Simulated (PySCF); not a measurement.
PySCF job for C2H3, SMILES [CH][CH2+] (connectivity only; charge and spin as stated), charge +1, multiplicity 1, PBE-D3(BJ)/def2-TZVP. Geometry: PBE-D3(BJ)/def2-TZVP.

```python
import numpy as np
from pyscf import gto, scf, dft, df
from pyscf.hessian import thermo

mol = gto.M(
    atom='''
    C     0.00000000   -0.00000000   -0.58024397
    C     0.00000000   -0.00000000    0.67625655
    H     0.00000000   -0.00000000    1.76626128
    H     0.00000000   -0.94162021   -1.17116836
    H     0.00000000    0.94162022   -1.17116835
    ''',
    basis='def2-TZVP',
    charge=1,
    spin=0,
    max_memory=1600,
    verbose=3,
)
mf = dft.RKS(mol, xc='pbe').density_fit(auxbasis='def2-universal-jkfit')
mf.disp = 'd3bj'
mf.grids.level = 3
mf.conv_tol = 1e-11
mf.max_cycle = 100
mf.kernel()

# analytic Hessian; the response equations are solved on a coarser grid
h, args, fine = mf.Hessian(), (mf.mo_energy, mf.mo_coeff, mf.mo_occ), mf.grids
h.max_memory = max(150, 2.5e-5 * df.make_auxmol(mol, mf.with_df.auxbasis).nao * mol.nelec[0] * (mol.nelec[0] + mol.nao))  # MB; small integral blocks
h1ao = h.make_h1(mf.mo_coeff, mf.mo_occ)
mf.grids = dft.Grids(mol).set(level=1).build(with_non0tab=True)
mo1, mo_e1 = h.solve_mo1(*args, h1ao)
mf.grids = fine
hess = h.hess_elec(*args, mo1, mo_e1, h1ao) + h.hess_nuc()
if mf.do_disp():
    hess += h.get_dispersion()
for i in range(mol.natm):  # the analytic DFT Hessian lacks the response of the grid: restore translational invariance
    hess[i, i] -= hess[i].sum(axis=0)
hess = (hess + hess.transpose(1, 0, 3, 2)) / 2
vib = thermo.harmonic_analysis(mol, hess, imaginary_freq=False)
thermo.dump_normal_mode(mol, vib)
th = thermo.thermo(mf, vib['freq_au'][vib['freq_au'] > 0], 298.15, 101325)
thermo.dump_thermo(mol, th)
g0 = mf.nuc_grad_method().set(verbose=0).kernel()

# dipole derivatives [dipole axis, atom, xyz] from the same response
r, irp = mol.intor('int1e_r'), mol.intor('int1e_irp').reshape(3, 3, mol.nao, mol.nao)
sl, dm0, ok = mol.aoslice_by_atom(), np.array(mf.make_rdm1()), []
dmu = np.einsum('a,xt->xat', mol.atom_charges(), np.eye(3))
for a, (_, _, p0, p1) in enumerate(sl):
    dmu[:, a] += 2 * np.einsum('xtij,ij->xt', irp[:, :, :, p0:p1], dm0.reshape(-1, mol.nao, mol.nao).sum(0)[:, p0:p1])
    for u, c, occ, f in [(mo1, mf.mo_coeff, mf.mo_occ, 4)]:
        dmu[:, a] -= f * np.einsum('tui,xuv,vi->xt', u[a], r, c[:, occ > 0], optimize=True)
L = vib['norm_mode']
ir = 974.8801 * (np.einsum('xat,kat->kx', dmu, L) ** 2).sum(1)       # km/mol
apt = np.einsum('xax->a', dmu) / 3
print('mode   freq/cm-1   IR/(km/mol)')
for k, w in enumerate(vib['freq_wavenumber']):
    print(f'{k + 1:4d} {w:11.2f} {ir[k]:13.3f}')
print('max |gradient| / (hartree/bohr):', abs(g0).max())
print('APT charges:', apt.round(4))
```

Program output:

```
converged SCF energy = -77.5037871439878

WARN: DFTD3 does not support analytical Hessian, using finite difference


WARN: Mole.unit (angstrom) is changed to Bohr

Mode                                 0                   1                   2
Irrep
Freq [cm^-1]                      219.9740            637.2028            781.6989
Reduced mass [au]                   1.1444              1.3890              1.2299
Force const [Dyne/A]                0.0326              0.3323              0.4428
Char temp [K]                     316.4937            916.7930           1124.6907
Normal mode                   x     y     z       x     y     z       x     y     z
       0   C                -0.00 -0.10 -0.00    0.08  0.00 -0.00   -0.13 -0.00  0.00
       1   C                 0.00  0.02 -0.00   -0.14 -0.00  0.00    0.00  0.00 -0.00
       2   H                -0.00  0.42 -0.00    0.83  0.00  0.00    0.28 -0.00  0.00
       3   H                 0.00  0.27 -0.52   -0.08  0.00 -0.00    0.60 -0.00  0.00
       4   H                 0.00  0.27  0.52   -0.08 -0.00 -0.00    0.60  0.00  0.00
Mode                                 3                   4                   5
Irrep
Freq [cm^-1]                     1039.1213           1107.2638           1761.2510
Reduced mass [au]                   1.4547              1.0568              4.9247
Force const [Dyne/A]                0.9255              0.7634              9.0006
Char temp [K]                    1495.0642           1593.1061           2534.0480
Normal mode                   x     y     z       x     y     z       x     y     z
       0   C                 0.00 -0.08 -0.00   -0.00 -0.00  0.04   -0.00  0.00 -0.20
       1   C                -0.00  0.14 -0.00    0.00  0.00  0.05    0.00 -0.00  0.18
       2   H                 0.00 -0.78 -0.00   -0.00 -0.00  0.05   -0.00 -0.00  0.29
       3   H                -0.00  0.03 -0.16    0.00  0.38 -0.57    0.00 -0.13 -0.07
       4   H                -0.00  0.03  0.16    0.00 -0.38 -0.57    0.00  0.13 -0.07
Mode                                 6                   7                   8
Irrep
Freq [cm^-1]                     2930.0368           2964.0470           3223.0918
Reduced mass [au]                   1.0670              1.1040              1.1476
Force const [Dyne/A]                5.3973              5.7145              7.0239
Char temp [K]                    4215.6706           4264.6036           4637.3115
Normal mode                   x     y     z       x     y     z       x     y     z
       0   C                -0.00 -0.00 -0.07    0.00 -0.09  0.00   -0.00  0.00 -0.03
       1   C                 0.00 -0.00  0.00   -0.00 -0.00  0.00   -0.00  0.00  0.10
       2   H                -0.00 -0.00  0.11    0.00 -0.01 -0.00    0.00  0.00 -0.92
       3   H                 0.00  0.58  0.36   -0.00  0.55  0.38    0.00  0.05  0.03
       4   H                 0.00 -0.58  0.36   -0.00  0.55 -0.38    0.00 -0.05  0.03
temperature 298.1500 [K]
pressure 101325.00 [Pa]
Rotational constants [GHz] 282.73210 32.74338 29.34493
Symmetry number 2
Zero-point energy (ZPE) 0.03341 [Eh]   87708.329 [J/mol]
                           tot       elec      trans        rot        vib
Entropy [J/mol/K]       229.619      0.000    149.872     68.382     11.365
Cv [J/mol/K]             42.039      0.000     12.472     12.472     17.096
Cp [J/mol/K]             50.354      0.000     20.786     12.472     17.096
Internal energy [J/mol]                      3718.434   3718.434  89840.450
Internal energy [Eh]   -77.46674  -77.50379
Enthalpy [J/mol]                             6197.391   3718.434  89840.450
Enthalpy [Eh]          -77.46579
Gibbs free energy [J/mol]                  -38486.859 -16669.791  86452.092
Gibbs free energy [Eh] -77.49187
mode   freq/cm-1   IR/(km/mol)
   1      219.97        48.047
   2      637.20        35.956
   3      781.70       129.539
   4     1039.12         2.102
   5     1107.26       103.618
   6     1761.25        54.273
   7     2930.04       313.574
   8     2964.05       233.866
   9     3223.09       105.925
max |gradient| / (hartree/bohr): 3.2668089899208594e-05
APT charges: [-0.314   0.3334  0.3121  0.3342  0.3342]
```

The run converged.
